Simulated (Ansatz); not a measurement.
**Forces away from equilibrium**

SiNH₄Se (SMILES N[SiH+][SeH]) (charge +1), closed shell, displaced at random from a GFN2-xTB minimum.

```xyz
7
angstrom
N -1.1265 0.2595 -0.0505
Si 0.5267 0.5766 -0.0175
Se 2.0276 -0.9338 0.1874
H -1.5868 -0.7101 -0.1025
H -1.7178 0.8155 -0.2072
H 0.8380 1.9699 0.0410
H 1.1009 -2.0445 0.1394
```

Ansatz 0.2.0; basis: def2-TZVPP; cores frozen in the correlated methods. Filled d shells of the heavier atoms are correlated. The def2 sets are not built for correlating such inner shells, so the correlated values are less sure here.

CCSD(T) forces from the calculation:
```
atom       Fx       Fy  Fz (eV/Å)
  N1   10.488  -12.537      2.446
 Si2   -2.125   -0.497      0.172
 Se3    1.133   -0.140      0.071
  H4    1.424    1.831      0.229
  H5  -10.798   10.957     -2.779
  H6    0.308    0.644     -0.093
  H7   -0.431   -0.257     -0.045
```

Root-mean-square difference of the force components from those of CCSD(T): PBE0-D4 0.080; wB97M-V 0.062; r2SCAN-D4 0.056; PBE-D4 0.177; wB97X-V 0.086; r2SCAN0-D4 0.126 eV/Å.

No T1 diagnostic of these runs exceeds 0.013.

For scale, one of the runs: CCSD(T)/def2-TZVPP forces, 177 basis functions (an equivalent command: `ansatz run in.yaml --threads 4`). The run took 2.7 min on 4 CPU threads (shared host), with 2.9 GiB of host memory at its peak.
